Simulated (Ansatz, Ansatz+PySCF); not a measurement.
```xyz
5

Si    0.0000    0.0000    0.0000
F     0.9891    0.9891    0.9891
F     0.9891   -0.9891   -0.9891
F    -0.9891    0.9891   -0.9891
F    -0.9891   -0.9891    0.9891
```

Basis set: def2-SVP (spherical functions). Correlated methods keep 9 orbitals frozen. Charge 0, multiplicity 1.

Computed with Ansatz (development build ahead of 0.2.0); each method stands on the lowest determinant of its kind that the runs found. Restricted open shells among the atoms or ions are ROHF, correlated in semicanonical orbitals with singles.

(1) Give the atomization energy at this shape (free ground-state atoms in the same class of orbitals less the molecule, no zero-point energy) of singlet SiF4 by RHF-CCSD(T), RHF-CCSD, RHF-MP2, RHF, UHF.

## Answers

(1)

```
     method  atomization energy
RHF-CCSD(T)       2054.0 kJ/mol
   RHF-CCSD       2029.8 kJ/mol
    RHF-MP2       2185.8 kJ/mol
        RHF       1573.2 kJ/mol
        UHF       1526.9 kJ/mol
```

Caution: the shape is not the minimum.
